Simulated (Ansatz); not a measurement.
Two structures of SiNH5BrCl, closed shell, reached by relaxing down either side of one saddle point (PBE0-D4/def2-TZVP). Energies are electronic, without zero-point energy. Ansatz 0.2.0; basis: def2-TZVPP and def2-QZVPP; cores frozen in the correlated methods. Filled d shells of the heavier atoms are correlated. The def2 sets are not built for correlating such inner shells, so the correlated values are less sure here. Extrapolation: Hartree–Fock as exp(−7.88 √X), correlation as X^−2.97. First:

```json
{"atom": "Si1", "x (Å)": "-0.3166", "y (Å)": "0.6909", "z (Å)": "-0.7169"}
{"atom": "Br2", "x (Å)": "1.8653", "y (Å)": "0.5028", "z (Å)": "-1.1983"}
{"atom": "H3", "x (Å)": "-1.1295", "y (Å)": "-0.4716", "z (Å)": "-1.1149"}
{"atom": "H4", "x (Å)": "-0.6048", "y (Å)": "1.4546", "z (Å)": "0.5097"}
{"atom": "Cl5", "x (Å)": "-0.9396", "y (Å)": "2.0801", "z (Å)": "-2.1628"}
{"atom": "H6", "x (Å)": "0.5830", "y (Å)": "-1.7319", "z (Å)": "0.5660"}
{"atom": "N7", "x (Å)": "0.2120", "y (Å)": "-0.8841", "z (Å)": "0.9798"}
{"atom": "H8", "x (Å)": "-0.5948", "y (Å)": "-1.1319", "z (Å)": "1.5425"}
{"atom": "H9", "x (Å)": "0.9250", "y (Å)": "-0.5088", "z (Å)": "1.5949"}
```

Second:

```
9
angstrom
Si -1.0132 0.6204 -0.1506
Br 2.6165 -1.3440 -1.1829
H -1.6546 -0.2666 -1.1433
H -2.0220 1.2909 0.7028
Cl 0.0333 2.1051 -1.0834
H 1.5083 -0.8434 -0.3617
N 0.1216 -0.3551 0.7256
H -0.1939 -1.2800 0.9885
H 0.6042 0.0728 1.5050
```

Problem. Which bonds change from the first to the second?

Solution. SiH₂BrCl ([Cl][SiH2][Br]) + NH₃ → SiNH₄Cl ([NH2][SiH2][Cl]) + HBr; bonds formed: Si1–N7, Br2–H6; bonds broken: Si1–Br2, H6–N7.

Problem. Give the saddle point's structure and its height above each. (An estimate is asked for; the value comes from the calculation.)

Solution. Computed: 72.3 kJ/mol above the first and 30.9 kJ/mol above the second (CCSD(T) at an estimated basis limit (MP2 extrapolated from triple and quadruple zeta, plus CCSD(T) − MP2 in triple zeta)).
```xyz
9
angstrom
Si -0.6788 0.4391 -0.4475
Br 1.6650 -0.8738 -1.6780
H -1.2196 -0.4614 -1.4685
H -1.8098 0.8508 0.4328
Cl 0.1674 2.2173 -0.9323
H 1.0975 -0.8481 0.2882
N 0.3122 -0.4224 0.8775
H -0.2191 -1.1372 1.3697
H 0.6852 0.2358 1.5581
```

T1 diagnostic: at most 0.009.

The step is the kind of exchange with an N–H group that builds nitride films in atomic layer and chemical vapour deposition.

Labels in which every atom is bracketed show which atoms are joined, not bond orders.

For scale, one of the runs: CCSD(T)/def2-TZVPP, 233 basis functions, launched by `ansatz run in.yaml --threads 8 --pin off --events-out ev --progress --plain --max-ram 19148MiB`. Hardware: 8 CPU threads of an Intel Xeon 6975P-C, shared host. Wall time 19 s; peak host memory 4.4 GiB.
